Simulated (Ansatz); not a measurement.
All numbers were calculated with Ansatz.

A structure relaxed at PBE0-D4/def2-TZVP, charge 0, multiplicity 1:

Cartesian coordinates in Å:
```
C -1.100 1.149 -0.866
S 0.021 -0.092 -1.591
Cd 1.188 -0.893 0.264
S 2.395 -1.699 2.098
H -0.554 1.964 -0.394
H -1.677 1.557 -1.696
H -1.793 0.705 -0.153
H 1.520 -2.690 2.338
```

(1) Give its formula and SMILES.

(2) Summarise the bond lengths by kind.

## Answers

(1) CH4CdS2, `C[S][Cd][SH]`.

(2) 1 × C–S 1.822 Å; 3 × C–H 1.089 to 1.090 Å; 2 × Cd–S 2.334 to 2.339 Å; 1 × H–S 1.344 Å.
